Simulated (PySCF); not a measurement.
Gas-phase reaction: 2 AlBr → Br2 + 2 Al. Level: PBE0/def2-QZVP†; standard pressure 1 bar.

Computed with PySCF and rigid-rotor harmonic-oscillator thermochemistry at 1 bar. † marks an energy on the PBE0/def2-TZVP geometry and frequencies. Open shells (unrestricted): Al (multiplicity 2, electronic degeneracy 6); the rest are closed-shell singlets. Spin-orbit splitting is ignored; it lowers the true energy and changes the entropy of Al. Br: all electrons, no relativistic terms. The harmonic model lacks anharmonicity and excited electronic states, which grow with temperature; levels with a mode under 35 cm⁻¹ are left out.

| T (K) | 1000/T (1/K) | log10 K |
|---|---|---|
| 1200 | 0.8333 | -23.92 |
| 1400 | 0.7143 | -19.74 |
| 1600 | 0.6250 | -16.60 |
| 1800 | 0.5556 | -14.15 |
| 2000 | 0.5000 | ? |
| 2500 | 0.4000 | -8.66 |

Problem. Fit log10 K = a + b·(1000/T) to the five rows, get the mean ΔH° and ΔS°, and predict log10 K at 2000 K.

Solution. Means: 1000/T = 0.6256, log10 K = -16.614. Sums of products about the means: Sxy = -3.76164, Sxx = 0.106803, so b = Sxy/Sxx = -35.22 and a = -16.614 − (-35.22)×0.6256 = 5.42.
ΔH° = −R ln 10 × 1000 K × b = −19.145 × (-35.22) = 674 kJ; ΔS° = R ln 10 × a = 104 J/K. The run's own values go from 672 kJ and 102 J/K at 1200 K to 678 kJ and 105 J/K at 2500 K.
Prediction at 2000 K: 5.42 + (-35.22)×0.5000 = -12.19. The computed value is -12.19, 0.00 from the line.
For scale, ΔH°(298 K) is 668 kJ at this level, 712 kJ at ωB97M-V/def2-TZVP†, and runs from 615 to 845 kJ over the 20 levels computed; the NASA 1993 table gives 659 kJ (entries not checked at source). After a fit of one offset per element over all species, the range-separated, M06-2X, PBE0/def2-QZVP and CCSD(T)/def2-TZVPP enthalpies, where run, lie to one side of the table for AlBr (-34 kJ/mol): a fault of the table's entry, another state or a shared error of the levels is possible; this was not checked at source.
